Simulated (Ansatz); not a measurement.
`FCCCOCF` and `OCCCF` differ in one atom or group.

Ansatz, PBE0-D4/def2-TZVP geometries, multiplicity 1. Each molecule was computed in one conformer, which needn't be the lowest.

| property | `FCCCOCF` |
| --- | --- |
| LUMO energy (ωB97M-V/def2-TZVPP) / eV | 2.84 |
| HOMO–LUMO gap (B3LYP/def2-TZVPP) / eV | 9.30 |
| HOMO energy (B3LYP/def2-TZVPP) / eV | -8.32 |
| HOMO–LUMO gap (PBE0/def2-TZVPP) / eV | 9.88 |
| LUMO energy (PBE0/def2-TZVPP) / eV | 1.33 |
| HOMO energy (PBE/def2-TZVPP) / eV | -6.97 |

**Question.** Give the same properties after the change, and the shifts. (Best estimate.)

**Answer.** Ansatz gave: 
```csv
property,`OCCCF`,shift
LUMO energy (ωB97M-V/def2-TZVPP) / eV,2.50,-0.34
HOMO–LUMO gap (B3LYP/def2-TZVPP) / eV,8.41,-0.89
HOMO energy (B3LYP/def2-TZVPP) / eV,-7.72,0.60
HOMO–LUMO gap (PBE0/def2-TZVPP) / eV,9.04,-0.84
LUMO energy (PBE0/def2-TZVPP) / eV,1.09,-0.24
HOMO energy (PBE/def2-TZVPP) / eV,-6.26,0.71
```

With PBE0 the HOMO rises by 0.60 eV and the LUMO falls by 0.24 eV, so the gap narrows by about 0.84 eV. PBE moves the HOMO by 0.71 eV and ωB97M-V by 0.53 eV.

B3LYP here is the variant with VWN-RPA as its local correlation; programs differ in this.
